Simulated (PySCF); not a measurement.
C7H10N2.
Z-matrix (Å and degrees, GFN2-xTB geometry), rows numbered from 1:
```
C 
C   1  1.3185
C   2  1.5009  1  124.09
N   3  1.4309  2  109.09  1   130.91
C   4  1.2608  3  119.90  2  -119.57
C   5  1.4100  4  121.44  3   179.54
C   6  1.2054  5  176.04  4  -174.64
C   7  1.4545  6  172.91  4    11.65
N   8  1.4567  7  113.98  6     3.25
H   1  1.0783  2  121.91  3     0.74
H   1  1.0765  2  121.84  3   179.86
H   2  1.0807  1  121.40  3   178.80
H   3  1.0981  2  108.46  1  -113.26
H   3  1.1039  2  110.48  1     5.99
H   5  1.1039  4  123.45  3    -1.09
H   8  1.0961  7  108.91  6  -117.56
H   8  1.0961  7  109.34  6   124.45
H   9  1.0150  8  110.15  7   -59.20
H   9  1.0151  8  110.21  7    59.13
```

Computed at PBE0/pcSseg-1 (PySCF, non-relativistic), with Q(14N) = 0.02044 b: N4, 14N (I = 1): χzz = -5.406 MHz, η = 0.357; N9, 14N (I = 1): χzz = -5.661 MHz, η = 0.225.

Find the zero-field quadrupole resonance frequencies of 14N at N4.

From ν± = (3/4)|χ|(1 ± η/3) and ν0 = |χ|η/2: ν+ 4.537 MHz, ν− 3.572 MHz, ν0 0.965 MHz (imine nitrogen).

Find the zero-field quadrupole resonance frequencies of 14N at N9.

From ν± = (3/4)|χ|(1 ± η/3) and ν0 = |χ|η/2: ν+ 4.564 MHz, ν− 3.927 MHz, ν0 0.637 MHz (primary amine nitrogen).

In a crystal, neighbours and librations shift these lines. Isolated species at its GFN2-xTB geometry (one conformer only). GFN2-xTB bond lengths can be off by several hundredths of an ångström, more for odd bonds, and the gradients follow them. With a basis this small, the couplings can be 20 % off.
